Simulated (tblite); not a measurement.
Run record: tight-binding relaxation, `C[CH2][Ge@@H]([AsH2])[S]C`.

Computed with GFN2-xTB geometry optimisation, gas phase (tblite 0.8.0). Start geometry: from a force field or distance geometry. A driver script takes a list of jobs; this job's settings line and coordinates (Å) are shown.

Command:
```bash
OMP_NUM_THREADS=1 python probes_run.py task.json out
```

Input:
```
{"job": {"kind": "relax", "xc": "GFN2-xTB", "basis": "xTB"}, "charge": 0, "multiplicity": 1}
C     -0.951200    -2.088600     0.502800
C     -1.675800    -0.931800    -0.172600
Ge    -0.344200     0.478100    -0.415800
As    -1.319100     2.623600    -0.174100
S      1.369200     0.088200     0.920600
C      2.894100     0.395800    -0.005100
H     -1.399100    -3.033200     0.143800
H     -1.101000    -1.981100     1.597600
H      0.134100    -2.053200     0.287200
H     -2.085700    -1.244500    -1.136000
H     -2.479300    -0.525700     0.464600
H      0.143700     0.341200    -1.888700
H     -0.339800     3.805800    -0.131700
H     -2.488800     2.711500     0.827800
H      2.774500     1.319500    -0.602200
H      3.144300    -0.444100    -0.655400
H      3.717000     0.550400     0.726200
```

Question: Give the output.

Answer: 
```
step      E/eV     max force
  0    -531.44007    3.083
  1    -531.69880    2.881
  2    -532.34772    1.360
  3    -532.53437    1.089
  4    -532.65488    1.001
  5    -532.75208    0.716
  6    -532.80430    0.489
  7    -532.83466    0.358
  8    -532.85535    0.364
  9    -532.86803    0.272
... (255 lines left out)
265    -533.17074    0.017
266    -533.17084    0.020
267    -533.17094    0.023
268    -533.17101    0.021
269    -533.17105    0.016
270    -533.17108    0.015
271    -533.17112    0.013
272    -533.17116    0.012
273    -533.17119    0.011
274    -533.17121    0.010
```

«max force» is the largest atomic force in eV/Å.

Question: From which step on does the largest force stay under 0.1 eV/Å, and how much energy is left to gain from there?

Answer: From step 256 (0.034 eV/Å), 2.3 meV above the end.

Summary of the converged run: energy lowered by 39.9 kcal/mol over 274 steps; largest atomic force 0.010 eV/Å at the end.

Question: Where do the atoms end?

Answer: 1.148 Å rms from the input after alignment:
```
atom  x, y, z in Å
C1    -1.3126   -2.3245    0.3186
C2    -1.5906   -0.8299    0.3015
Ge3   -0.0853    0.2165   -0.5173
As4   -0.3330    2.6335   -0.6509
S5     1.7842   -0.3675    0.5803
C6     2.8216    1.0731    0.1655
H7    -2.1447   -2.8669    0.7661
H8    -0.4113   -2.5333    0.8919
H9    -1.1646   -2.6955   -0.6940
H10   -2.4995   -0.6217   -0.2668
H11   -1.7529   -0.4688    1.3190
H12    0.1024   -0.3504   -1.9511
H13   -0.7548    2.6712    0.7909
H14   -1.7642    2.4421   -1.0492
H15    2.3864    1.9780    0.5902
H16    2.9167    1.1652   -0.9139
H17    3.7952    0.8911    0.6082
```

The run took 3.6 s of wall time on an Arm Neoverse N1 with one thread, no GPU, shared host with 64 logical CPUs at a one-minute load of 56.
Labels such as C1 count atoms from 1, the log's own numbers from 0.
